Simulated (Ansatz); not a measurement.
Consider the formal exchange of groups at the In–C bond: `N[CH]([SiH3])[InH2]` + `CCS` → `C[CH2][InH2]` + `NC([SiH3])S`.

Isolated molecules relaxed with PBE0-D4/def2-TZVP in Ansatz; ΔE leaves out vibrations. CCSD(T)/CBS is the MP2 limit (def2-TZVPP, def2-QZVPP) plus CCSD(T) − MP2 in def2-TZVPP, frozen cores. Functionals use def2-TZVPP. def2 core potentials past Kr. For In outer-core shells are correlated without core-valence functions, which leaves a few kJ/mol of doubt a bond. Each species was taken in one conformer, which may not be the lowest.

| level | ΔE (kJ/mol) |
| --- | --- |
| r2SCAN | 0.5 |
| CCSD/def2-TZVPP | -3.3 |

(1) What does CCSD(T)/CBS give? (Best estimate.)

Largest T1 diagnostic among the species: 0.013.

Results:

(1) Computed: -0.8 kJ/mol. The listed levels differ from it by 1.3, -2.5 kJ/mol.

CCSD(T)/CBS has its own doubt, a few kJ/mol and more with outer-core shells, so smaller differences from it don't rank the levels.
